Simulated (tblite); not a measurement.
Compound: C5H2F3 (doublet state).
Structure used (GFN2-xTB), in Å, numbered top down from 1:
```xyz
10
C5H2F3 angstrom
C      2.792   -0.487   -0.063
C      1.642   -0.166   -0.254
C      0.330    0.204   -0.480
F      0.046    0.884   -1.610
C     -0.747   -0.072    0.380
F     -0.444   -0.751    1.500
C     -2.033    0.302    0.140
F     -3.021    0.016    0.986
H      3.785   -0.773    0.117
H     -2.341    0.847   -0.737
```

Method: GFN2-xTB as coded in tblite; computed harmonic values from a numerical Hessian at the method's own geometry, unscaled. Errors from tens to a few hundred cm⁻¹ against measured bands are possible. One conformer, not necessarily the lowest. Open shells enter through the occupations alone, without spin polarisation, and single modes of such species can be off by tens of per cent.

Harmonic wavenumbers (cm⁻¹): 80.7, 101.4, 183.1, 184.5, 255.4, 272.0, 405.9, 418.0, 451.0, 515.8, 567.0, 586.5, 665.2, 683.9, 794.8, 1021.9, 1137.6, 1223.4, 1267.8, 1388.5, 1531.3, 2166.5, 3114.3, 3393.4.

A = 4094, B = 1293, C = 982.6 MHz; mass 119.011 u (most abundant isotopes); point group Cs, symmetry number 1; spin multiplicity 2.

Q: Zero-point energy?

A: ½Σν̃ = 11205 cm⁻¹ = 32.04 kcal/mol.

Q: Give the ideal-gas entropy at 298.15 K and 1 bar in the rigid-rotor, harmonic-oscillator model (classical rotation).

A: Translation 40.26, rotation 28.52, vibration 20.52, spin (R ln 2) 1.38: S = 90.7 cal/(mol K).

Q: And Cp and H(298.15 K) − H(0)?

A: Cp = 30.25 cal/(mol K), of which vibrations give 22.30 (their classical limit is 24 R = 47.7); H(298.15 K) − H(0) = 5.79 kcal/mol without the zero-point energy, 3.42 from vibrations.

Q: How do the functions run with temperature in this model?

A: 
```tsv
T (K)	S (cal/(mol K))	Cp (cal/(mol K))	H − H(0) (kcal/mol)	G − H(0) (kcal/mol)	ln q(vib)
50	57.3	11.0	0.45	-2.42	0.17
100	66.3	15.7	1.11	-5.52	0.84
373.15	97.9	33.9	8.20	-28.32	5.99
500	108.5	38.6	12.82	-41.42	8.32
750	125.3	44.3	23.24	-70.74	12.47
1000	138.5	47.6	34.75	-103.78	16.08
```

q(vib) and H(0) count from the zero-point level.

Q: What must be added to the electronic energy to get the Gibbs energy at 298.15 K and 1 bar?

A: ZPE + [H(298.15 K) − H(0)] − T·S = 32.04 + 5.79 − 27.03 = 10.80 kcal/mol.

Q: Which modes carry the vibrational entropy at 298.15 K?

A: 80.7 cm⁻¹: 3.87; 101.4 cm⁻¹: 3.43; 183.1 cm⁻¹: 2.30; 184.5 cm⁻¹: 2.28; 255.4 cm⁻¹: 1.69; 272.0 cm⁻¹: 1.58 cal/(mol K); the other 18 give 5.36 together.

Hindered rotation and anharmonicity are outside this model. Other conformers, if any are populated, would add a mixing term that is left out.
